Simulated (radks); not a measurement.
The scandium ion Sc20+, 1 electrons, occupied as 1s1. Method: scalar-relativistic Kohn-Sham, r2SCAN, spin-polarised, spherical densities, finite nucleus; open shells are filled with parallel spins first; meta-GGA in the generalised Kohn-Sham scheme; Fermi nuclear charge, rms radius 3.5459 fm; computed with a radial shooting solver on a logarithmic mesh with Libxc functionals.

Unscreened Slater integrals over Kohn-Sham orbitals (eV). They are taken over the spin-up orbitals. Empty in this configuration: 2p.

\begin{tabular}{lr}
integral & value \\ \hline
F0(1s,1s) & 360.19 \\
F0(1s,2p) & 138.96 \\
G1(1s,2p) & 29.402 \\
F0(2p,2p) & 103.45 \\
F2(2p,2p) & 49.691 \\
\end{tabular}
